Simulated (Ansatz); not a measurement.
`FCC(Br)I` + HBr → `BrC(Br)I` + `CF`  (substitution at a C–C bond)

Gas-phase electronic energies from Ansatz, PBE0-D4/def2-TZVP geometries. CBS: MP2 limit from def2 TZ/QZ plus the TZ coupled-cluster correction, frozen cores. This one scheme is used for every species. Functionals use def2-TZVPP. HSE06 is defined as in plane-wave codes. Elements past krypton have def2 core potentials. For Br, I outer-core shells are correlated without core-valence functions, which leaves a few kJ/mol of doubt a bond. Scalar relativity is left out up to krypton. Each species was taken in one conformer, which may not be the lowest.

Question: Is it downhill or uphill in electronic energy at CCSD(T)/CBS, and by how much? (An estimate is asked.)

Answer: Computed: Uphill: ΔE = +55.1 kJ/mol.

Question: What do these levels give: HSE06-D4, revPBE, BLYP, MP2/def2-SVP, MP2/def2-TZVPP, CCSD(T)/def2-TZVPP? (Estimate.)

Answer: Computed: HSE06-D4 55.2, revPBE 43.8, BLYP 43.7, MP2/def2-SVP 72.1, MP2/def2-TZVPP 53.0, CCSD(T)/def2-TZVPP 58.9 kJ/mol.

Largest T1 diagnostic among the species: 0.009.

Leaving LDA and LC-ωPBE aside and taking each functional with its dispersion term where it has one, the values, not all of them listed here, spread over 16.3 kJ/mol, from BLYP-D4 to r2SCAN0-D4. LDA lies +14.8 kJ/mol from PBE without D4. At CCSD(T), def2-SVP lies +21.3 kJ/mol from the extrapolated value and def2-TZVPP +3.8 kJ/mol.
